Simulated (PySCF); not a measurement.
Electronic structure of Ge²⁺ (germanium, charge +2) at the UHF level

Configuration: [Ar] 3d10 4s2, closed-shell 1S. Calculation: PySCF 2.14, in cc-pVTZ-PP with ECP10MDF (5s4p3d1f, 39 functions); a scalar-relativistic core potential.

* Total energy: -292.520298 hartree
* One-electron energy: -507.1809 hartree
* Hartree (Coulomb) energy: 237.8753 hartree
* Exchange energy: -23.2147 hartree
* ⟨S²⟩: 0.0000
* ⟨L²⟩: 0.000
* Sum of ⟨r⟩: 16.35 bohr
* Sum of ⟨r²⟩: 19.41 bohr²
* Time after the integrals: 0.16 s of wall time on 1 thread of Neoverse-N1 (shared host)

```
shell  electrons  mean orbital energy (eV)  rms radius, mean of both spins (bohr)
   3s          2                   -219.92                                  0.670
   3p          6                   -163.10                                  0.702
   3d         10                   -63.533                                  0.804
   4s          2                   -32.445                                   2.13
```

Energies and moments cover only the electrons outside the core potential.
